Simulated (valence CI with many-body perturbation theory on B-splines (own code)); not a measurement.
Xe48+: magnetic and hyperfine properties of the levels

Computed by relativistic CI+MBPT: four valence electrons over a frozen Dirac-Fock core [He], radial functions for each j: 11 s, 11 p, 10 d, 8 f, 5 g, 2 h, with the one-electron correlation potential Σ1 (screened to all orders), the two-electron term Σ2, the three-electron term Σ3, Breit, model QED; selected single and double excitations, second order for the rest, scaled by the run's own slope (own B-spline code, finite nucleus).

The last digits are not significant, and no measured levels were compared; by estimate large intervals hold to a few tenths of a per cent, small ones and those within an open d or f shell to about a per cent. Among the levels kept, up to 880 cm⁻¹ of a level comes from second order outside the variational space, and about a tenth of that is noise between levels of different J, which matters for small intervals.

A/g_I is the dipole constant over the nuclear g factor μ/I (μ in nuclear magnetons, uniformly magnetised nucleus), B/Q the quadrupole constant per barn. Both hold the static response of the core; the bare values leave it out. Large factors of s and p1/2 electrons are usually good to 5 to 10 %; those of open d and f shells near neutrality can be off by tens of per cent, and small factors of p3/2, d and f electrons come from cancelling terms and can be off by a factor of two or in sign, in half-filled shells by more. B is blank for J = 1/2, where it vanishes, and for nearly pure S terms. Energies count from the lowest level. Levels with J = 0 are left out.

Levels are named by their leading jj configuration (3d3/2^4 stands for four electrons in 3d with j = 3/2), which in mixed levels can hold well under half, so a name can repeat and another be missing. Letters in brackets count levels of one name in rising energy.

| Level | E (eV) | g | A/g_I (MHz) | A/g_I bare | B/Q (MHz/b) | B/Q bare |
| --- | --- | --- | --- | --- | --- | --- |
| (2s^2 2p1/2 2p3/2) J=1 | 332.6 | 1.484 | -125000 | -111000 | 290000 | 291000 |
| (2s^2 2p1/2 2p3/2) J=2 | 348.2 | 1.166 | 727000 | 730000 | 503000 | 504000 |
| (2s 2p1/2^2 2p3/2) J=2 | 518.4 | 1.572 | 1750000 | 1740000 | 507000 | 509000 |
| (2s 2p1/2^2 2p3/2) J=1 | 579.2 | 1.081 | -1150000 | -1110000 | 378000 | 378000 |
| (2s^2 2p3/2^2) J=2 | 693.3 | 1.296 | 311000 | 319000 | 75200 | 75400 |
| (2s 2p1/2 2p3/2^2) J=2 [a] | 835.0 | 1.542 | 1300000 | 1290000 | 213000 | 213000 |
| (2s 2p1/2 2p3/2^2) J=3 | 869.9 | 1.313 | 1580000 | 1570000 | -1210 | -1230 |
| (2s 2p1/2 2p3/2^2) J=1 [a] | 921.9 | 1.293 | -809000 | -781000 | -325000 | -325000 |
| (2s 2p1/2 2p3/2^2) J=2 [b] | 932.1 | 1.073 | -38200 | -21100 | -145000 | -145000 |
| (2s 2p1/2 2p3/2^2) J=1 [b] | 935.6 | 1.353 | 3260000 | 3220000 | 155000 | 155000 |
| (2p1/2^2 2p3/2^2) J=2 | 1132.0 | 1.333 | 281000 | 297000 | 68000 | 68100 |
| (2s 2p3/2^3) J=2 | 1240.1 | 1.406 | 1800000 | 1790000 | -581000 | -582000 |
| (2s 2p3/2^3) J=1 | 1297.2 | 1.200 | -1190000 | -1150000 | -205000 | -206000 |
| (2p1/2 2p3/2^3) J=1 | 1474.1 | 1.484 | -148000 | -123000 | -287000 | -288000 |
| (2p1/2 2p3/2^3) J=2 | 1490.4 | 1.129 | 727000 | 733000 | -645000 | -646000 |
| (2s^2 2p1/2 3s) J=1 | 5041.8 | 1.322 | 1920000 | 1900000 | -11800 | -11800 |
| (2s^2 2p1/2 3p1/2) J=1 | 5095.6 | 0.653 | 1320000 | 1310000 | -2800 | -2810 |
| (2s 2p1/2^2 3s) J=1 | 5193.9 | 1.782 | 1940000 | 1920000 | 52400 | 52500 |
| (2s^2 2p1/2 3p3/2) J=2 | 5210.0 | 1.159 | 575000 | 574000 | 157000 | 157000 |
| (2s^2 2p1/2 3p3/2) J=1 | 5222.2 | 1.800 | 1620000 | 1600000 | 29400 | 29400 |
| (2s^2 2p1/2 3d3/2) J=2 | 5256.2 | 0.753 | 550000 | 547000 | 37800 | 38100 |
| (2s 2p1/2^2 3p1/2) J=1 | 5262.9 | 1.244 | 2290000 | 2270000 | 3670 | 3720 |
| (2s^2 2p1/2 3d3/2) J=1 | 5280.7 | 1.009 | 603000 | 595000 | 2100 | 2210 |
| (2s^2 2p1/2 3d5/2) J=2 | 5294.6 | 1.281 | -295000 | -293000 | 29300 | 29700 |
| (2s^2 2p1/2 3d5/2) J=3 | 5297.5 | 1.105 | 356000 | 354000 | 21500 | 21900 |
| (2s 2p1/2^2 3p3/2) J=2 | 5377.6 | 1.539 | 1560000 | 1550000 | 160000 | 160000 |
| (2s 2p1/2^2 3p3/2) J=1 | 5382.2 | 1.103 | -1400000 | -1380000 | 83200 | 83300 |
| (2s^2 2p3/2 3s) J=2 | 5396.5 | 1.484 | 692000 | 694000 | 582000 | 583000 |
| (2s^2 2p3/2 3s) J=1 | 5402.3 | 1.140 | -65500 | -50600 | 304000 | 305000 |
| (2s 2p1/2^2 3d3/2) J=1 | 5423.3 | 0.435 | -1470000 | -1450000 | 12100 | 12200 |
| (2s 2p1/2^2 3d3/2) J=2 | 5427.7 | 1.163 | 1440000 | 1420000 | 27600 | 27900 |

Problem. Take the isotope of mass number 131, with I = 3/2, μ = 0.69185 μN and Q = -0.114 b. What is the hyperfine structure of (2s^2 2p1/2 2p3/2) J=2?

Solution. From the table A = 335000 MHz, B = -57400 MHz. Shifts from the centre of gravity in MHz: F = 1/2: -1560000, F = 3/2: -1000000, F = 5/2: -132000, F = 7/2: 991000.
